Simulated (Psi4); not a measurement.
Interaction energy of F4Ti ··· HF (SMILES [F][Ti]([F])([F])[F] and F), singlet. Monomers: optimised at B3LYP-D3(BJ) (def2-TZVP), held rigid. Orientation: lowest of the rigid-body minima from ten starts at GFN2-xTB. Only R, the distance of the centres of mass, is varied, so the lowest point isn't the relaxed dimer.

- PBE/def2-TZVP, counterpoise-corrected (Psi4)
- PBE-D3(BJ)/def2-TZVP, counterpoise-corrected (Psi4)
- wB97M-V/def2-TZVP, counterpoise-corrected (Psi4)

Interaction energies in kcal/mol; the last columns give the difference from wB97M-V:

```csv
R / Å,PBE/def2-TZVP,PBE-D3(BJ)/def2-TZVP,wB97M-V/def2-TZVP,PBE/def2-TZVP − wB97M-V/def2-TZVP,PBE-D3(BJ)/def2-TZVP − wB97M-V/def2-TZVP
2.11,16.93,15.96,12.09,4.84,3.87
2.26,8.05,7.11,3.92,4.13,3.19
2.48,1.34,0.45,-1.82,3.16,2.27
2.69,-1.37,-2.19,-3.74,2.37,1.55
2.89,-2.28,-3.03,-4.05,1.77,1.02
3.20,-2.31,-2.94,-3.41,1.10,0.48
3.51,-1.83,-2.32,-2.51,0.68,0.18
3.96,-1.14,-1.47,-1.48,0.34,0.01
4.69,-0.50,-0.64,-0.64,0.14,-0.01
5.64,-0.18,-0.23,-0.24,0.06,0.01
7.01,-0.06,-0.07,-0.08,0.02,0.01
```

PBE/def2-TZVP is furthest from wB97M-V/def2-TZVP at 2.11 (4.84 kcal/mol, above); its mean absolute difference over the points is 1.69 kcal/mol.

PBE-D3(BJ)/def2-TZVP is furthest from wB97M-V/def2-TZVP at 2.11 (3.87 kcal/mol, above); its mean absolute difference over the points is 1.15 kcal/mol.
